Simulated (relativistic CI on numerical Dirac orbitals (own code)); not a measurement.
# Radial parameters of Rb²⁷⁺

Method of calculation: Dirac-Coulomb-Breit CI, orbitals from a KLI potential per configuration, model QED, unscaled Slater integrals (own radial code, finite nucleus).

Slater integrals F^k, G^k are unscaled and averaged over j, outside the closed core 1s2; ζ comes from projecting the Hamiltonian with its Breit term on Σ l·s of the shell.

- 2s²2p⁵3s: ζ(2p) = 334120, G^1(2p,3s) = 63606 cm⁻¹; <r>(2p) = 0.1497, <r^2>(2p) = 0.0272, <r>(3s) = 0.4192, <r^2>(3s) = 0.1997 (bohr units).
- 2s²2p⁵3p: ζ(2p) = 333910, F^2(2p,3p) = 165050, G^0(2p,3p) = 65434, G^2(2p,3p) = 72041, ζ(3p) = 83287 cm⁻¹; <r>(2p) = 0.1498, <r^2>(2p) = 0.02725, <r>(3p) = 0.4052, <r^2>(3p) = 0.1891 (bohr units).
- 2s²2p⁵3d: ζ(2p) = 334330, F^2(2p,3d) = 216670, G^1(2p,3d) = 203310, G^3(2p,3d) = 117490, ζ(3d) = 10359 cm⁻¹; <r>(2p) = 0.1498, <r^2>(2p) = 0.02727, <r>(3d) = 0.3566, <r^2>(3d) = 0.1464 (bohr units).

Averages of the first 10 configurations, taken without configuration mixing, which lowers the lowest level and can move excited configurations by several eV; other configurations of the list can lie among them:

| Configuration | Parity | States | Average energy above the lowest level (eV) |
| --- | --- | --- | --- |
| 2s²2p⁶ | even | 1 | 0.0 |
| 2s²2p⁵3s | odd | 12 | 1783.0 |
| 2s²2p⁵3p | even | 36 | 1849.0 |
| 2s²2p⁵3d | odd | 60 | 1927.2 |
| 2s2p⁶3s | even | 4 | 2017.1 |
| 2s2p⁶3p | odd | 12 | 2081.1 |
| 2s2p⁶3d | even | 20 | 2159.0 |
| 2s²2p⁵4s | odd | 12 | 2410.1 |
| 2s²2p⁵4p | even | 36 | 2437.1 |
| 2s²2p⁵4d | odd | 60 | 2466.7 |
